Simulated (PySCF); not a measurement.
## GeF⁻ at UHF-MP2

Level: UHF-MP2. Ge def2-TZVPPD, F def2-TZVPPD; no relativity (PySCF 2.14).

* state: ³Σ⁻ (triplet), unpaired electrons π ↑↑
* bond length: 187.0 pm
* harmonic wavenumber: 491 cm⁻¹
* force constant: 2.15 mdyn/Å
* rotational constant Be: 0.3189 cm⁻¹
* anharmonicity ωexe: 3.33 cm⁻¹
* vibration–rotation constant αe: 0.00304 cm⁻¹
* well depth De to Ge + F⁻: 263 kJ/mol
* dissociation energy D0: 261 kJ/mol

Correlated steps freeze 10 core orbitals. Spin–orbit coupling is left out. For an ion De counts to the pair picked by the measured ionisation energies or electron affinities, which need not be the lowest pair at this level. The state was picked by a PBE0 search and need not be the measured ground state.
